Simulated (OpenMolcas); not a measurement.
## N⁺: Slater's ratio, thermal populations, the spin-orbit constant, worked from levels

```json
{
 "Program": "OpenMolcas",
 "Basis": "ANO-R2 [4s4p2d1f]",
 "Scalar Hamiltonian": "X2C, finite nucleus",
 "Active space": "4 electrons in 9 orbitals (RAS2 2s 2p; RAS3 3d, at most 2 electrons)",
 "State averaging": "2S+1 = 3 even, 6 roots; 2S+1 = 1 even, 11 roots; 2S+1 = 5 odd, 1 root; 2S+1 = 3 odd, 9 roots; 2S+1 = 1 odd, 8 roots",
 "Spin-orbit coupling": "state interaction with AMFI integrals over the reference wave functions, term energies averaged over their components"
}
```

Methods: RASSCF; MS-RASPT2, IPEA 0.25 Eh, imaginary shift 0.1 Eh (closed shells correlated: 1s). Measured levels: NIST Handbook of Basic Atomic Spectroscopic Data.

**Slater's ratio.** With one set of orbitals, p2 has ¹D - ³P = 6 F2 and ¹S - ¹D = 9 F2 (F2 = F²/25), a ratio of 3/2. Term energies are centres of gravity, weighted by 2J + 1.

```tsv
Source	¹D - ³P	¹S - ³P	F2 from the first	Ratio
RASSCF	17411	36405	2902	1.091
MS-RASPT2	15760	33197	2627	1.106
measured	15227	32600	2538	1.141
```

Energies in cm-1. A ratio away from 3/2 shows effects beyond one configuration with one set of orbitals, and in heavier atoms second-order spin-orbit shifts.

**Thermal populations.** Z = Σ (2J + 1) exp(-E/kT) with k = 0.695035 cm-1/K, over the levels below. No other level of either list lies under 90000 cm-1, which is above 7 kT at each temperature.

| Level | 2J + 1 | MS-RASPT2 | measured |
| --- | --- | --- | --- |
| 2s² 2p² ³P₀ | 1 | 0.0 | 0.0 |
| 2s² 2p² ³P₁ | 3 | 43.8 | 48.7 |
| 2s² 2p² ³P₂ | 5 | 130 | 131 |
| 2s² 2p² ¹D₂ | 5 | 15850 | 15316 |
| 2s² 2p² ¹S₀ | 1 | 33280 | 32689 |
| 2s 2p³ ⁵S°₂ | 5 | 45430 | 46785 |

| T (K) | Z, MS-RASPT2 | Z, measured levels | Ground level (%), MS-RASPT2 | Ground level (%), measured levels |
| --- | --- | --- | --- | --- |
| 5000 | 8.831 | 8.834 | 11.3 | 11.3 |
| 8000 | 9.154 | 9.180 | 10.9 | 10.9 |
| 12000 | 9.695 | 9.740 | 10.3 | 10.3 |

At 12000 K, kT = 8340 cm-1, and the computed levels give Z = 1.000 + 2.984 + 4.923 + 0.748 + 0.018 + 0.022 = 9.695.

**The spin-orbit constant.** For the Hund term ³P of p2, E(J) = (A/2) J(J+1) + constant and ζ = 2S·A = 2A. From J = 0 to J = 2 the energy changes by 3 A.

```
   Source  E(2) - E(0)     A   ζ
   RASSCF        129.8  43.3  87
MS-RASPT2        130.2  43.4  87
 measured        130.8  43.6  87
```

All in cm-1. MS-RASPT2 is off by -0.5 % and RASSCF by -0.8 %. Both methods take the spin-orbit matrix elements from the reference wave functions, so the second can move ζ only through the term energies and any multistate remixing. Second-order mixing with other terms is absorbed into this ζ.

CASPT2 breaks the degeneracy within a term, and the mean is taken; among the terms shown or strongly mixed into the levels shown the widest spread is 21 cm-1 (2s² 2p² ¹D, MS-RASPT2). Active for correlation alone: 3d; no level in the range computed is led by a configuration that fills it, so any true level of that kind is missing. Without dynamic correlation excited terms often stand tens of per cent too high (terms of higher spin than the ground term too low), and those without a measured partner can miss by more than the paired ones (holds for RASSCF). Measured partners are found by configuration, term and J. A level has none where our copy of the source lacks it or the pairing is in doubt (some pairs that miss far off the trend of their configuration count as doubtful), and it then counts in no deviation. Only configurations of the active space appear.

° marks odd parity.
